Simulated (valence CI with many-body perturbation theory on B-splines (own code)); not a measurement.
The numbers below are computed, except where a source is named.
From CI to CI+MBPT in Hg⁴⁰⁺

Method: valence CI with perturbative core correlation (CI+MBPT): four valence electrons over a frozen Dirac-Fock core [Kr], a basis of 9 s, 9 p, 10 d, 8 f, 5 g, 3 h, 1 i functions for each j, with the one-electron correlation potential Σ1, the two-electron term Σ2, the three-electron term Σ3, Breit, model QED; selected CI, second order for the rest (own B-spline code, finite nucleus).

The last digits are not significant, and no measured levels were compared; by estimate large intervals hold to a few tenths of a per cent, small ones and those within an open d or f shell to about a per cent. Only levels of the ground parity were solved; by the run's estimate the other parity begins above the list, which can be wrong where configurations are misplaced.

Each rung adds one term. CI alone is the Dirac-Coulomb CI over the frozen core; QED comes last and gives the full result, which names the levels. Energies are above (4d3/2^4) J=0 on the same rung, in cm⁻¹.

Levels are named by their leading jj configuration (3d3/2^4 stands for four electrons in 3d with j = 3/2), which in mixed levels can hold well under half, so a name can repeat and another be missing. Letters in brackets count levels of one name in rising energy.

```tsv
Level	CI alone	Σ1	Σ2	Σ3	Breit	QED	Full
(4d3/2^3 4d5/2) J=1	192327	+922	+448	+728	-4350	+578	190654
(4d3/2^3 4d5/2) J=4	242410	+952	-2545	-280	-5746	+579	235370
(4d3/2^3 4d5/2) J=2	246551	+985	-1533	+141	-5140	+608	241613
(4d3/2^3 4d5/2) J=3	259950	+980	-2642	-320	-5204	+598	253362
(4d3/2^2 4d5/2^2) J=0 [a]	416731	+1832	+1446	+19	-8392	+1149	412786
(4d3/2^2 4d5/2^2) J=2 [a]	420620	+1800	-164	+562	-8561	+1126	415383
(4d3/2^2 4d5/2^2) J=4 [a]	432402	+1864	-1206	+439	-9841	+1159	424817
(4d3/2^2 4d5/2^2) J=3 [a]	436684	+1857	-1449	+124	-9254	+1155	429116
(4d3/2^2 4d5/2^2) J=5	456784	+1883	-3452	-107	-10486	+1151	445771
(4d3/2^2 4d5/2^2) J=6	471567	+1904	-4655	-76	-11432	+1154	458460
(4d3/2^2 4d5/2^2) J=1	466286	+1873	-1238	-94	-9003	+1163	458987
(4d3/2^2 4d5/2^2) J=3 [b]	482167	+1854	-3278	-542	-9549	+1144	471796
(4d3/2^2 4d5/2^2) J=4 [b]	486789	+1887	-3423	-1178	-10292	+1159	474942
(4d3/2^2 4d5/2^2) J=2 [b]	488789	+1879	-2642	-411	-9558	+1160	479218
(4d3/2^2 4d5/2^2) J=2 [c]	529530	+1868	-185	-911	-8940	+1161	522523
(4d3/2^2 4d5/2^2) J=4 [c]	550288	+1904	-4308	-1023	-9727	+1172	538306
(4d3/2^2 4d5/2^2) J=2 [d]	590562	+1929	-3464	-1821	-9099	+1187	579294
(4d3/2^2 4d5/2^2) J=0 [b]	639516	+2016	-800	-1829	-8959	+1249	631193
(4d3/2 4d5/2^3) J=4 [a]	658357	+2745	-56	-236	-13699	+1716	648826
```

The middle columns are the shifts that each term adds.

(1) How does the ionisation energy move along the ladder, and which term matters most?

Answers

(1) CI alone 1925.9, + Σ1 1928.8, + Σ2 1931.3, + Σ3 1931.3, + Breit 1929.9, + QED 1930.0 eV. The largest step is Σ1, 2.9 eV. NIST lists 1928 ± 4 eV (theoretical).
